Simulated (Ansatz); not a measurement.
Two shapes of singlet Li4H4.

Shape 1:

```xyz
8

H     0.1392    0.4200   -1.5678
Li    1.3333    0.9142   -0.2009
Li    0.1200   -1.3435   -0.9135
H     1.3141   -0.8493    0.4534
Li   -1.3141    0.8493   -0.4534
H    -0.1200    1.3435    0.9135
H    -1.3333   -0.9142    0.2009
Li   -0.1392   -0.4200    1.5678
```

Shape 2:

```xyz
8

H    -0.8954    0.8937   -0.9253
Li   -0.1497    1.4247    0.6360
Li    0.6695    0.1257   -1.4116
H     1.4153    0.6567    0.1497
Li   -1.4153   -0.6567   -0.1497
H    -0.6695   -0.1257    1.4116
H     0.1497   -1.4247   -0.6360
Li    0.8954   -0.8937    0.9253
```

Basis set: 6-31G* (spherical functions). All electrons are correlated. Charge 0, multiplicity 1.

Computed with Ansatz (development build ahead of 0.2.0); each method stands on the lowest determinant of its kind that the runs found.

Question: Which shape is lower in energy, and by how much in each method?

Answer:

```json
{"method": "RHF", "E(2) − E(1) (eV)": "0.087"}
{"method": "RHF-MP2", "E(2) − E(1) (eV)": "0.060"}
```

Shape 1 is lower.
